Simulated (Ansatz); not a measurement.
Consider the redistribution: 2 `[BH2][GeH2][Cl]` → `[Cl][GeH2][GeH2][Cl]` + `BB`.

Isolated molecules relaxed with PBE0-D4/def2-TZVP in Ansatz; ΔE leaves out vibrations. CCSD(T)/CBS is the MP2 limit (def2-TZVPP, def2-QZVPP) plus CCSD(T) − MP2 in def2-TZVPP, frozen cores. DFT in def2-TZVPP. B3LYP here is the variant with VWN-RPA as its local correlation; programs differ in this. HSE06 is defined as in plane-wave codes. For Ge outer-core shells are correlated without core-valence functions, which leaves a few kJ/mol of doubt a bond. Scalar relativity is left out up to krypton. Each species was taken in one conformer, which may not be the lowest.

```json
{"level": "LDA (SPW92)", "ΔE (kJ/mol)": "-57.3", "difference from CCSD(T)/CBS": "-19.9"}
{"level": "PBE-D4", "ΔE (kJ/mol)": "-55.0", "difference from CCSD(T)/CBS": "-17.6"}
{"level": "revPBE-D4", "ΔE (kJ/mol)": "-52.9", "difference from CCSD(T)/CBS": "-15.5"}
{"level": "BLYP-D4", "ΔE (kJ/mol)": "-55.8", "difference from CCSD(T)/CBS": "-18.4"}
{"level": "r2SCAN-D4", "ΔE (kJ/mol)": "-52.2", "difference from CCSD(T)/CBS": "-14.8"}
{"level": "B97M-V", "ΔE (kJ/mol)": "-53.9", "difference from CCSD(T)/CBS": "-16.5"}
{"level": "PBE0-D4", "ΔE (kJ/mol)": "-50.0", "difference from CCSD(T)/CBS": "-12.6"}
{"level": "B3LYP-D4", "ΔE (kJ/mol)": "-52.3", "difference from CCSD(T)/CBS": "-14.9"}
{"level": "r2SCANh-D4", "ΔE (kJ/mol)": "-50.7", "difference from CCSD(T)/CBS": "-13.3"}
{"level": "r2SCAN0-D4", "ΔE (kJ/mol)": "-48.6", "difference from CCSD(T)/CBS": "-11.2"}
{"level": "HSE06-D4", "ΔE (kJ/mol)": "-50.3", "difference from CCSD(T)/CBS": "-12.9"}
{"level": "BHLYP-D4", "ΔE (kJ/mol)": "-48.7", "difference from CCSD(T)/CBS": "-11.3"}
{"level": "CAM-B3LYP-D4", "ΔE (kJ/mol)": "-48.6", "difference from CCSD(T)/CBS": "-11.2"}
{"level": "ωB97X-V", "ΔE (kJ/mol)": "-43.7", "difference from CCSD(T)/CBS": "-6.3"}
{"level": "ωB97M-V", "ΔE (kJ/mol)": "-46.6", "difference from CCSD(T)/CBS": "-9.2"}
{"level": "B2PLYP", "ΔE (kJ/mol)": "-44.7", "difference from CCSD(T)/CBS": "-7.3"}
{"level": "PBE-QIDH", "ΔE (kJ/mol)": "-42.1", "difference from CCSD(T)/CBS": "-4.7"}
{"level": "revPBE", "ΔE (kJ/mol)": "-50.4", "difference from CCSD(T)/CBS": "-13.0"}
{"level": "r2SCAN", "ΔE (kJ/mol)": "-51.6", "difference from CCSD(T)/CBS": "-14.2"}
{"level": "PBE0", "ΔE (kJ/mol)": "-48.0", "difference from CCSD(T)/CBS": "-10.6"}
{"level": "B3LYP", "ΔE (kJ/mol)": "-48.9", "difference from CCSD(T)/CBS": "-11.5"}
{"level": "r2SCANh", "ΔE (kJ/mol)": "-50.0", "difference from CCSD(T)/CBS": "-12.6"}
{"level": "HSE06", "ΔE (kJ/mol)": "-48.3", "difference from CCSD(T)/CBS": "-10.9"}
{"level": "BHLYP", "ΔE (kJ/mol)": "-44.3", "difference from CCSD(T)/CBS": "-6.9"}
{"level": "CAM-B3LYP", "ΔE (kJ/mol)": "-46.2", "difference from CCSD(T)/CBS": "-8.8"}
{"level": "LC-ωPBE", "ΔE (kJ/mol)": "-41.7", "difference from CCSD(T)/CBS": "-4.3"}
{"level": "RPA@PBE/def2-TZVPP", "ΔE (kJ/mol)": "-30.0", "difference from CCSD(T)/CBS": "7.4"}
{"level": "CCSD/def2-SVP", "ΔE (kJ/mol)": "-39.7", "difference from CCSD(T)/CBS": "-2.3"}
{"level": "CCSD(T)/def2-SVP", "ΔE (kJ/mol)": "-40.7", "difference from CCSD(T)/CBS": "-3.3"}
{"level": "HF/def2-TZVPP", "ΔE (kJ/mol)": "-34.3", "difference from CCSD(T)/CBS": "3.1"}
{"level": "MP2/def2-TZVPP", "ΔE (kJ/mol)": "-39.1", "difference from CCSD(T)/CBS": "-1.7"}
{"level": "SCS-MP2/def2-TZVPP", "ΔE (kJ/mol)": "-36.3", "difference from CCSD(T)/CBS": "1.1"}
{"level": "CCSD/def2-TZVPP", "ΔE (kJ/mol)": "-35.8", "difference from CCSD(T)/CBS": "1.6"}
{"level": "CCSD(T)/def2-TZVPP", "ΔE (kJ/mol)": "-36.7", "difference from CCSD(T)/CBS": "0.7"}
{"level": "HF/def2-QZVPP", "ΔE (kJ/mol)": "-35.8", "difference from CCSD(T)/CBS": "1.6"}
{"level": "MP2/def2-QZVPP", "ΔE (kJ/mol)": "-40.0", "difference from CCSD(T)/CBS": "-2.6"}
{"level": "SCS-MP2/def2-QZVPP", "ΔE (kJ/mol)": "-37.3", "difference from CCSD(T)/CBS": "0.1"}
{"level": "HF/CBS(def2)", "ΔE (kJ/mol)": "-36.0", "difference from CCSD(T)/CBS": "1.4"}
{"level": "MP2/CBS(def2)", "ΔE (kJ/mol)": "-39.8", "difference from CCSD(T)/CBS": "-2.4"}
{"level": "CCSD/CBS(def2)", "ΔE (kJ/mol)": "-36.5", "difference from CCSD(T)/CBS": "0.9"}
{"level": "CCSD(T)/CBS", "ΔE (kJ/mol)": "-37.4", "difference from CCSD(T)/CBS": "0"}
```

Largest T1 diagnostic among the species: 0.012.

At CCSD(T), def2-SVP lies −3.3 kJ/mol from the extrapolated value and def2-TZVPP +0.7 kJ/mol. From BLYP to BHLYP (50 % exact exchange), in def2-TZVPP and without D4, ΔE moves by +7.8 kJ/mol.
